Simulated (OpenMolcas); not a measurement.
## Fe3+: ligand-field states by method

Fe3+ with 2 ligands (hydroxide) in linear coordination (C2h) at 1.78 Å. Ligand basis ANO-RCC-VDZP.

```yaml
Program: OpenMolcas
Basis: ANO-RCC-VDZP [5s4p2d1f]
Scalar_Hamiltonian: DKH2, point nucleus
Active_space: 5 electrons in 5 orbitals (3d)
State_averaging: 2S+1 = 6 even, 1 root; 2S+1 = 4 even, 24 roots; 2S+1 = 2 even, 75 roots
Spin-orbit_coupling: RASSI with atomic mean-field integrals over the reference wave functions
```

I. CASSCF
II. SS-CASPT2, IPEA 0.25 Eh, imaginary shift 0.1 Eh (closed shells correlated: 3s 3p and the ligand valence shells)
III. SS-CASPT2, IPEA 0.25 Eh, sigma2 regulariser 0.3 Eh (closed shells correlated: 3s 3p and the ligand valence shells)

Spin-free states in cm-1, each column counted from its own energy of the first state listed:

```csv
State,Degeneracy,I,II,III
2S+1 = 6,1,0,0,0
2S+1 = 4,1,25188,12580,12640
2S+1 = 4,1,25220,12860,12890
2S+1 = 4,1,26558,12760,12950
2S+1 = 4,1,27218,10320,10350
2S+1 = 4,1,27892,13140,13420
2S+1 = 4,1,30346,24880,24920
2S+1 = 4,1,31243,19470,19630
2S+1 = 4,1,32609,20180,20180
2S+1 = 4,1,32895,21720,21630
2S+1 = 4,1,33368,23920,23900
2S+1 = 4,1,33385,24180,24130
2S+1 = 4,1,34029,18640,18840
2S+1 = 4,1,36482,23540,23750
2S+1 = 2,1,39820,16050,16140
2S+1 = 2,1,39833,16220,16280
2S+1 = 4,1,39890,28160,28270
2S+1 = 4,1,40244,29010,29250
2S+1 = 2,1,41516,18910,19180
2S+1 = 2,1,41743,29120,29050
```

From I to II, I's first state of another spin (2S+1 = 4) moves from 25188 to 12580 cm-1, by about -13000 cm-1. In II another state of that kind comes below it.

χT at 300 K: I 4.39, II 4.38, III 4.38 cm3 K/mol.

Roots that are degenerate in the reference are averaged as groups; the widest CASPT2 spread within a group is 2900 cm-1 (the 2-fold group of multiplicity 2 near 32200 cm-1 above the lowest state of its run, II). Shifts and gaps below about the spread of the groups concerned are not significant. Over all roots computed the reference weight is 0.69 to 0.81 in II, 0.73 to 0.82 in III; the roots of lowest weight are the least certain, and an intruder state may touch them. The least metal-like active orbital is 83 % on the metal (Löwdin) and no ligand orbital is active, so the numbers are rough. Ligand-to-metal charge-transfer states are missing. With no ligand orbital active B as a rule stays too high, so bands that hang on it stand too high and its fall with covalency is understated. Without dynamic correlation the repulsion within the d shell is too large (B by tens of per cent), so at a given field states of lower spin stand too high (holds for I). This shell can be high or low spin here, a state of another spin lies low, and with metal d orbitals alone active their balance is uncertain, so the ground spin may be wrong (holds for II; III). Free-ion shares, where given, are those of the reference states; single-state CASPT2 does not remix them (holds for II; III). The distance lies 3 % over the 1.72 Å that this model takes as the normal distance (a Shannon-type radius plus a fixed donor radius); by an R⁻⁵ law this alone changes a d-shell field by about -16 %. No measured value stands beside these numbers; the geometry is a model, was not optimised and need not be the one that this ion takes.
